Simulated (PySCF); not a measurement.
**Radial density of Cl⁺ (chlorine, charge +1)**

UHF, [Ne] 3s2 3p4, high-spin 3P determinant. All numbers are calculated (PySCF 2.14, no relativity, point nucleus, in aug-cc-pwCVQZ (10s9p7d5f3g, 134 functions)).

```json
{"r (bohr)": "0.00140", "4πr²ρ (e/bohr)": "0.07587", "4πr²(ρα − ρβ)": "0.0000"}
{"r (bohr)": "0.00236", "4πr²ρ (e/bohr)": "0.2079", "4πr²(ρα − ρβ)": "0.0000"}
{"r (bohr)": "0.00397", "4πr²ρ (e/bohr)": "0.5567", "4πr²(ρα − ρβ)": "0.0000"}
{"r (bohr)": "0.00667", "4πr²ρ (e/bohr)": "1.437", "4πr²(ρα − ρβ)": "0.0000"}
{"r (bohr)": "0.0112", "4πr²ρ (e/bohr)": "3.484", "4πr²(ρα − ρβ)": "0.0001"}
{"r (bohr)": "0.0189", "4πr²ρ (e/bohr)": "7.607", "4πr²(ρα − ρβ)": "0.0006"}
{"r (bohr)": "0.0318", "4πr²ρ (e/bohr)": "13.95", "4πr²(ρα − ρβ)": "0.0031"}
{"r (bohr)": "0.0534", "4πr²ρ (e/bohr)": "19.24", "4πr²(ρα − ρβ)": "0.0157"}
{"r (bohr)": "0.0899", "4πr²ρ (e/bohr)": "17.51", "4πr²(ρα − ρβ)": "0.0680"}
{"r (bohr)": "0.151", "4πr²ρ (e/bohr)": "13.19", "4πr²(ρα − ρβ)": "0.2064"}
{"r (bohr)": "0.254", "4πr²ρ (e/bohr)": "18.01", "4πr²(ρα − ρβ)": "0.3143"}
{"r (bohr)": "0.428", "4πr²ρ (e/bohr)": "16.01", "4πr²(ρα − ρβ)": "0.0648"}
{"r (bohr)": "0.719", "4πr²ρ (e/bohr)": "4.687", "4πr²(ρα − ρβ)": "0.2196"}
{"r (bohr)": "1.21", "4πr²ρ (e/bohr)": "4.250", "4πr²(ρα − ρβ)": "1.3095"}
{"r (bohr)": "2.03", "4πr²ρ (e/bohr)": "2.390", "4πr²(ρα − ρβ)": "0.8378"}
{"r (bohr)": "3.42", "4πr²ρ (e/bohr)": "0.2086", "4πr²(ρα − ρβ)": "0.0722"}
{"r (bohr)": "5.76", "4πr²ρ (e/bohr)": "0.001670", "4πr²(ρα − ρβ)": "0.0004"}
```
